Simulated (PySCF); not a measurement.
A structure optimised at PBE-D3(BJ)/def2-SVP, used in a PySCF frequency run:

```xyz
9

Cl     1.4815     0.1015    -1.6926
Si     0.2649    -0.0260     0.0000
Cl     1.4815     0.1015     1.6926
C     -1.0023    -1.4844     0.0000
N     -2.1807    -0.9487     0.0000
Si    -1.9237     0.8599     0.0000
H     -0.8745    -2.5919     0.0000
H     -2.4982     1.5076     1.2281
H     -2.4982     1.5076    -1.2281
```

### Question
Write its SMILES, formula and point group.

### Answer
Cl[Si]1(Cl)C=N[SiH2]1, CH3Cl2NSi2, Cs

### Question
What are its rotational constants (standard atomic weights)?

### Answer
1.8180, 1.1895, 0.90379 GHz
